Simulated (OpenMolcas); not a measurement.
**Computed levels of I5+**

```json
{"Program": "OpenMolcas", "Method": "MS-RASPT2, IPEA 0.25 Eh, imaginary shift 0.1 Eh (closed shells correlated: 4d)", "Basis": "ANO-RCC-VQZP [8s7p5d3f2g]", "Scalar Hamiltonian": "DKH2, point nucleus", "Active space": "2 electrons in 9 orbitals (RAS2 5s 5p; RAS3 5d, at most 2 electrons)", "State averaging": "2S+1 = 3 even, 3 roots; 2S+1 = 1 even, 7 roots; 2S+1 = 3 odd, 3 roots; 2S+1 = 1 odd, 3 roots", "Spin-orbit coupling": "state interaction with AMFI integrals over the reference wave functions, term energies averaged over their components"}
```

With spin-orbit coupling, above the lowest level:

| Configuration | Term | J | E (cm⁻¹) | Measured (cm⁻¹) | g | Term weight % | Second |
| --- | --- | --- | --- | --- | --- | --- | --- |
| 5s² | ¹S | 0 | 0.0 | 0.0 |  | 100 |  |
| 5s 5p | ³P° | 0 | 87300 | 85666 |  | 100 |  |
| 5s 5p | ³P° | 1 | 90440 | 89262 | 1.490 | 98 | 2 ¹P° |
| 5s 5p | ³P° | 2 | 99170 | 99685 | 1.501 | 100 |  |
| 5s 5p | ¹P° | 1 | 126280 | 127424 | 1.011 | 98 | 2 ³P° |
| 5p² | ³P | 0 | 202270 | 200085 |  | 93 | 7 ¹S |
| 5p² | ³P | 1 | 209040 | 208474 | 1.501 | 100 |  |
| 5p² | ¹D | 2 | 210690 | 209432 | 1.197 | 61 | 39 ³P |
| 5p² | ³P | 2 | 220630 | 221984 | 1.304 | 61 | 39 ¹D |

Against the 8 measured excited levels shown (the list in Rauch et al., Astron. Astrophys. 606, A105 (2017)) the mean absolute deviation is 1200 cm-1; the largest miss in energy is 5p² ³P₀: computed 202270, measured 200085 cm⁻¹ (+1.1 %), and the largest in proportion 5s 5p ³P°₀ (+1.9 %).

Spin-orbit coupling puts the lowest level 7.8 cm⁻¹ below the lowest spin-free term.

CASPT2 breaks the degeneracy within a term, and the mean is taken; among the terms shown or strongly mixed into the levels shown the widest spread is 21 cm-1 (5p² ¹D). Active for correlation alone: 5d; no level in the range computed is led by a configuration that fills it, so any true level of that kind is missing. Some terms mix strongly with configurations of 5d, whose occupation reaches 0.21 (5p² ¹D). Measured partners are found by configuration, term and J. A level has none where our copy of the source lacks it or the pairing is in doubt (some pairs that miss far off the trend of their configuration count as doubtful), and it then counts in no deviation. Levels of configurations outside the active space are missing. The first state left out of the spin-orbit step lies near 290000 cm-1 above the lowest spin-free state of the reference (among the parities and spins computed), and the list stops at four fifths of that energy or lower.

The term weight is that of the spin-free term in the level, not the purity of its configuration. ° marks odd parity.
